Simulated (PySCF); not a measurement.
**Computed properties of C2H6OZn, SMILES [OH][Zn][CH2]C**

Zn(Et)(OH) (C₂H₆OZn), SMILES C[CH2][Zn][OH]. Geometry: TPSSh-D3(BJ)/def2-SVP. The isomer is the one that the SMILES or the coordinates give; other isomers of the formula were not compared. Other conformers were not sampled. All values are computed for the isolated molecule unless a solvent is named; none is compared with measurement here.

**Structure.** All 24 harmonic modes at TPSSh-D3(BJ)/def2-SVP (PySCF) are real, so it is a minimum. With heavy atoms numbered as in [Zn:1]([CH2:2][CH3:3])[OH:9], the shortest bond between them is C2–C3 at 1.535 Å and the longest Zn1–C2 at 1.944 Å.

**Vibrations.** The strongest infrared lines (harmonic, unscaled, degenerate partners summed) lie at 672 cm⁻¹ (145 km/mol, O 49 %, H 29 %, Zn 16 %), 37 cm⁻¹ (104 km/mol, H 70 %, O 24 %), 3011 cm⁻¹ (57 km/mol, H 97 %). The softest mode is at 37 cm⁻¹ and the zero-point energy is 48.1 kcal/mol.

**Electronic structure.** ωB97X/def2-TZVP (PySCF) places the frontier levels at -9.97 and 1.49 eV, a gap of 11.46 eV, and gives a dipole moment of 1.95 D and a mean polarisability of 51.4 bohr³.

**Excitations.** TDA-M06-2X/def2-SVPD (PySCF) has S1 at 6.15 eV (201 nm, f = 0.133, bright); the most intense of the 10 singlets computed lies at 6.15 eV (f = 0.13). T1 (TDA) is at 5.32 eV, 0.83 eV under S1. No vertical singlet excitation falls in the visible range (under 3.1 eV).

**NMR.** GIAO shifts at PBE0/pcSseg-1 (PySCF) (non-relativistic, atoms alike by connectivity averaged): ¹³C from 1.8 to 15.3 ppm against TMS; ¹H from 0.6 to 1.6 ppm against TMS.
